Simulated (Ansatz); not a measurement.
`Sc1cnc(-c2cnc(-c3cnc(S)nc3)nc2)nc1`, 28 atoms. Hardware: 2 threads of AMD EPYC 7R13 on a shared host and a share (18 GiB) of an NVIDIA H100 80GB HBM3.

Correlated methods freeze 28 core orbitals. Single mean-field runs in def2-TZVP are fitted with def2-universal-jkfit.

Q: How many basis functions does each of these Ansatz runs have, and roughly what does it cost? CCSD(T)/def2-SVP, charge 0 singlet, energy, from earlier orbitals; PBE with 15 % exact exchange/def2-SVP, charge 0 singlet, energy, from earlier orbitals; HF/6-31G, charge 0 singlet, energy; PBE-D4/def2-TZVP, charge 0 triplet at the geometry of the charge 0 singlet, energy, from earlier orbitals; PBE-D4/def2-SVP, charge 0 singlet, energy, from earlier orbitals; PBE with 5 % exact exchange/def2-SVP, charge 0 singlet, energy, from earlier orbitals; r2SCAN-D4/def2-TZVP, charge 0 singlet, energy, from earlier orbitals; B3LYP-D4/6-31G, charge 0 singlet, energy; PBE0-D4/def2-TZVP, charge 1 doublet at the geometry of the charge 0 singlet, energy; r2SCAN0-D4/def2-TZVP, charge 0 singlet, energy, from earlier orbitals; HF/def2-TZVP, charge 0 singlet, energy and forces, from earlier orbitals; PBE0-D4/def2-TZVP, charge 0 singlet, energy and forces, from earlier orbitals.

A: Other jobs shared the machine, so times can vary by a factor of up to 3. A dash marks memory too small to be measured apart from the calling script's.

```tsv
run	functions	fitting or Cholesky vectors	wall time	peak host memory (GiB)
PBE0-D4/def2-TZVP, charge 0 singlet, energy and forces, from earlier orbitals	680	1762	11 s	1.2
PBE with 5 % exact exchange/def2-SVP, charge 0 singlet, energy, from earlier orbitals	328	3349	13 s	–
r2SCAN-D4/def2-TZVP, charge 0 singlet, energy, from earlier orbitals	680	1762	14 s	–
HF/def2-TZVP, charge 0 singlet, energy and forces, from earlier orbitals	680	1762	15 s	1.2
r2SCAN0-D4/def2-TZVP, charge 0 singlet, energy, from earlier orbitals	680	1762	17 s	–
PBE with 15 % exact exchange/def2-SVP, charge 0 singlet, energy, from earlier orbitals	328	3349	18 s	–
HF/6-31G, charge 0 singlet, energy	204	2852	19 s	–
B3LYP-D4/6-31G, charge 0 singlet, energy	204	2852	21 s	–
PBE-D4/def2-SVP, charge 0 singlet, energy, from earlier orbitals	328	3802	22 s	–
PBE-D4/def2-TZVP, charge 0 triplet at the geometry of the charge 0 singlet, energy, from earlier orbitals	680	1762	31 s	1.2
PBE0-D4/def2-TZVP, charge 1 doublet at the geometry of the charge 0 singlet, energy	680	1762	33 s	1.2
CCSD(T)/def2-SVP, charge 0 singlet, energy, from earlier orbitals	328	3349	100 s	3.1
```
